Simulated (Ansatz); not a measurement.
Reaction (redistribution): `Cl[SiH2]Cl` + `[OH][GeH]([F])[SiH3]` → `[OH][GeH]([F])[SiH2]Cl` + `[SiH3]Cl`

Computed with Ansatz on PBE0-D4/def2-TZVP structures; ΔE is electronic, products minus reactants. CBS: MP2 limit from def2 TZ/QZ plus the TZ coupled-cluster correction, frozen cores. This one scheme is used for every species. Functionals use def2-TZVPP. For Ge outer-core shells are correlated without core-valence functions, which leaves a few kJ/mol of doubt a bond. Scalar relativity is left out up to krypton. One conformer a species, not always the lowest.

```
       level  ΔE (kJ/mol)
     ωB97X-V         10.7
HF/CBS(def2)         10.9
```

Task: What does CCSD(T)/CBS give? (An estimate is asked.)

Result: Ansatz gave: +11.0 kJ/mol. The listed levels differ from it by -0.3, -0.1 kJ/mol.

Largest T1 diagnostic among the species: 0.013.
